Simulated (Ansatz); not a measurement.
Relaxation of CH5GeNS (9 atoms, charge 0, multiplicity 1), to a largest force component of 0.015 eV/Å in at most 40 steps.

Theory: RKS B3LYP-D4/def2-SVP (Ansatz).

```xyz
9
Properties=species:S:1:pos:R:3:forces:R:3
N -0.540 1.503 -0.733 0.19 3.40 -0.80
Ge 0.685 0.251 -0.332 1.07 -0.72 -0.94
C 0.142 -0.949 1.043 3.26 -0.39 2.35
S -0.224 -1.801 -0.424 -0.84 -1.32 -2.09
H -0.240 2.032 -1.625 -0.80 -0.99 1.63
H -0.570 2.258 0.023 -0.04 -1.19 -1.20
H 2.002 0.181 -1.188 -0.42 0.22 0.59
H -0.651 -0.583 1.651 -0.92 0.28 0.86
H 1.036 -1.401 1.625 -1.51 0.73 -0.40
```

Question: Where does it end, and by what steps?

Answer: The run converged. After 33 steps the energy has fallen by 0.688 eV; H6 moved furthest, 1.58 Å.

```json
{"step": "0", "energy less start (eV)": "0.0000", "largest force component (eV/Å)": "3.401", "accepted": "yes"}
{"step": "2", "energy less start (eV)": "-0.5535", "largest force component (eV/Å)": "0.606", "accepted": "yes"}
{"step": "4", "energy less start (eV)": "-0.5737", "largest force component (eV/Å)": "0.194", "accepted": "yes"}
{"step": "6", "energy less start (eV)": "-0.5772", "largest force component (eV/Å)": "0.170", "accepted": "yes"}
{"step": "8", "energy less start (eV)": "-0.5792", "largest force component (eV/Å)": "0.034", "accepted": "yes"}
{"step": "10", "energy less start (eV)": "-0.5801", "largest force component (eV/Å)": "0.027", "accepted": "yes"}
{"step": "12", "energy less start (eV)": "-0.5812", "largest force component (eV/Å)": "0.181", "accepted": "yes"}
{"step": "14", "energy less start (eV)": "-0.5835", "largest force component (eV/Å)": "0.245", "accepted": "yes"}
{"step": "16", "energy less start (eV)": "-0.5895", "largest force component (eV/Å)": "0.064", "accepted": "yes"}
{"step": "18", "energy less start (eV)": "-0.5921", "largest force component (eV/Å)": "0.119", "accepted": "yes"}
{"step": "20", "energy less start (eV)": "-0.5960", "largest force component (eV/Å)": "0.386", "accepted": "yes"}
{"step": "22", "energy less start (eV)": "-0.6377", "largest force component (eV/Å)": "0.094", "accepted": "yes"}
{"step": "24", "energy less start (eV)": "-0.6406", "largest force component (eV/Å)": "0.989", "accepted": "no"}
{"step": "26", "energy less start (eV)": "-0.6746", "largest force component (eV/Å)": "0.063", "accepted": "yes"}
{"step": "28", "energy less start (eV)": "-0.6773", "largest force component (eV/Å)": "0.253", "accepted": "no"}
{"step": "30", "energy less start (eV)": "-0.6870", "largest force component (eV/Å)": "0.058", "accepted": "yes"}
{"step": "32", "energy less start (eV)": "-0.6875", "largest force component (eV/Å)": "0.023", "accepted": "yes"}
{"step": "33", "energy less start (eV)": "-0.6875", "largest force component (eV/Å)": "0.002", "accepted": "yes"}
```

```xyz
9
Properties=species:S:1:pos:R:3
N -0.187 1.822 -0.556
Ge 0.771 0.288 -0.279
C 0.106 -1.014 0.972
S -0.053 -1.727 -0.778
H -1.191 1.710 -0.429
H -0.023 2.262 -1.461
H 2.262 0.539 -0.502
H -0.856 -0.828 1.463
H 0.812 -1.560 1.609
```

Run time: 110 s on 2 threads of Arm Neoverse V1 (shared host), peak memory 0.24 GiB.
